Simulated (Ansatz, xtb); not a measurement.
## C4H9FOSe: which of two isomers lies lower

Structure X: `CO[C@H](F)CC[SeH]`, a singlet. Structure Y: `C[Se]CO[C@H](C)F`, a singlet. Both are isolated molecules in the gas phase, relaxed with B3LYP-D3(BJ)/def2-SVP, each in the lowest conformer that the search found.

Quicker runs give these differences E(Y) − E(X): GFN2-xTB −0.019 eV; HF/STO-3G −0.258 eV (at GFN2-xTB geometries); r2SCAN-D4/def2-SVP +0.039 eV (at GFN2-xTB geometries).

Problem. Estimate which is lower in electronic energy at CCSD(T)/def2-SVP + ΔMP2/def2-TZVPP, and by roughly how much.

Solution. Too close to call at this level: CCSD(T)/def2-SVP + ΔMP2/def2-TZVPP gives E(Y) − E(X) = +0.010 eV.

Level by level:

| level | geometry | E(Y) − E(X) (eV) | departure from the last row (eV) | job, with rough time for the two |
| --- | --- | --- | --- | --- |
| GFN2-xTB | GFN2-xTB | −0.019 | −0.029 | optimisation, 0.35 s |
| HF/STO-3G | GFN2-xTB | −0.258 | −0.268 | single point, 0.58 s |
| r2SCAN-D4/def2-SVP | GFN2-xTB | +0.039 | +0.029 | single point, 4.7 s |
| B3LYP-D3(BJ)/def2-SVP | B3LYP-D3(BJ)/def2-SVP | +0.025 | +0.015 | optimisation, 88 s |
| HF/def2-SVP | B3LYP-D3(BJ)/def2-SVP | +0.160 | +0.150 | part of the CCSD(T) run |
| MP2/def2-SVP | B3LYP-D3(BJ)/def2-SVP | +0.129 | +0.119 | part of the CCSD(T) run |
| CCSD(T)/def2-SVP | B3LYP-D3(BJ)/def2-SVP | +0.150 | +0.140 | single point |
| CCSD(T)/def2-SVP + ΔMP2/def2-TZVPP | B3LYP-D3(BJ)/def2-SVP | +0.010 |  | single point, 3 min |

As drawn, Y has 1 C–Se, 1 C–H in place of 1 C–C, 1 Se–H.

The largest departure from CCSD(T)/def2-SVP + ΔMP2/def2-TZVPP is that of HF/STO-3G, 0.268 eV. The last row adds to CCSD(T) the change of the MP2 difference between the two basis sets, here −0.140 eV, a large step that makes the value less sure.

With thermal terms from frequencies at re-optimised GFN2-xTB minima (ideal gas, soft modes damped towards free rotors, one conformer each, 298.15 K, 1 atm): the zero-point term adds +0.032 eV; ΔH is +0.057 and ΔG +0.021 eV.

The correlated steps freeze 15 core orbitals; the filled d shell of Se is correlated, in a basis made for valence electrons. Codes used: Ansatz 0.2.0, xtb 6.7.1; the last row on 4 threads of Arm Neoverse V1 on a shared host.
